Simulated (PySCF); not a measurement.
SnI3, SMILES [I][Sn+]([I])[I], charge +1.

Geometry optimised at PBE0-D3(BJ)/def2-SVP. The multiplicity is an assumed one; no other spin state was optimised. The isomer is the one that the SMILES or the coordinates give; other isomers of the formula were not compared. The def2 effective core potentials stand for the cores of I, Sn; spin–orbit coupling is left out.

These are IEF-PCM-B3LYP/def2-SVP (PySCF) values and carry that method's errors.

The values are the electrostatic part of the solvation free energy, E(continuum) − E(gas) at the gas-phase geometry, in a cavity of scaled van der Waals radii (PySCF's table); cavitation and dispersion terms are not included. A continuum can't describe solvent molecules that bind to the metal. In vacuum the orbital gap is 3.35 eV.

Computed values in water (ε = 78.36), cyclohexanone (ε = 15.62), diethylether (ε = 4.24):
```json
[
 {"solvent": "water", "ε": "78.36", "ΔG(elec) (kcal/mol)": "-50.3", "gap (eV)": "3.40"},
 {"solvent": "cyclohexanone", "ε": "15.62", "ΔG(elec) (kcal/mol)": "-47.6", "gap (eV)": "3.40"},
 {"solvent": "diethylether", "ε": "4.24", "ΔG(elec) (kcal/mol)": "-38.5", "gap (eV)": "3.39"}
]
```
